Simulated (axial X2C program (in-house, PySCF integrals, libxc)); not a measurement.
GeS⁺: cheaper levels and CCSD(T), two-component

Computed with an in-house all-electron X2C program for linear molecules (integrals from PySCF). Two-component (2c) means X2C with spin–orbit coupling and atomic mean-field two-electron Coulomb and Gaunt terms. Basis: Ge dyall-cv3z [9s9p7d4f1g], S dyall-av3z [9s8p3d2f] (cores contracted in-house); Gaussian nuclei, density fitting, unrestricted open shells. Masses: Ge 73.921 u, S 31.972 u.

State: Ω = 3/2 (⟨Sz⟩ = 0.50, ⟨Lz⟩ = 1.00 at HF); fragments Ge+ + S.

| level | Re (Å) | ωe (cm⁻¹) | De (eV) |
| --- | --- | --- | --- |
| PBE0 | 2.167 | 455.9 | n/a |
| HF | 2.158 | 473.1 | n/a |
| MP2 | 2.171 | 460.8 | 3.22 |
| CCSD | 2.173 | 457.6 | 3.08 |
| LDA | 2.163 | 448.2 | n/a |

Correlated methods: 9 electrons correlated (number of frozen shells: Ge 3 s, 2 p, 1 d; S 2 s, 1 p), 235 virtual spin orbitals or spinors in MP2, 90 natural virtuals in coupled cluster.

CCSD(T), same Hamiltonian and basis:

Re = 2.183 Å, ωe = 447.1 cm⁻¹, De = 3.24 eV; T1 = 0.022 (Lee–Taylor normalisation).

Q: Give the differences from CCSD(T) in the columns below.

A: 

| level | ΔRe (Å) | Δωe (cm⁻¹) | ΔDe (eV) |
| --- | --- | --- | --- |
| PBE0 | -0.016 | 9 | n/a |
| HF | -0.025 | 26 | n/a |
| MP2 | -0.012 | 14 | -0.02 |
| CCSD | -0.010 | 10 | -0.16 |
| LDA | -0.020 | 1 | n/a |

Occupations by symmetry block were frozen at the best pattern of an incomplete PBE0 search. De is counted from the lowest determinant-based energies of the atoms at the same level, without counterpoise correction. De is not given where an atomic determinant may have missed its ground term or J level, or where the truncated virtual space spoils (T). Density functionals use the spin component along the axis (collinear). CCSD and (T) use frozen natural virtuals with an MP2 correction for the truncation; (T) itself is uncorrected, so its De runs slightly low. Without a current term, density functionals place determinants with orbital angular momentum somewhat too high. At some level and bond length an empty orbital lies below a filled one. Some points did not converge and are left out. The determinant is spin-polarised beyond a pure state at some levels (its spin-free form has ⟨S²⟩ too high), which makes Re and μ there less reliable. The stretched end of a curve changes character and is left out. With the outer-core shells frozen, correlated bond lengths of heavy atoms tend to come out a few hundredths of an ångström too long.
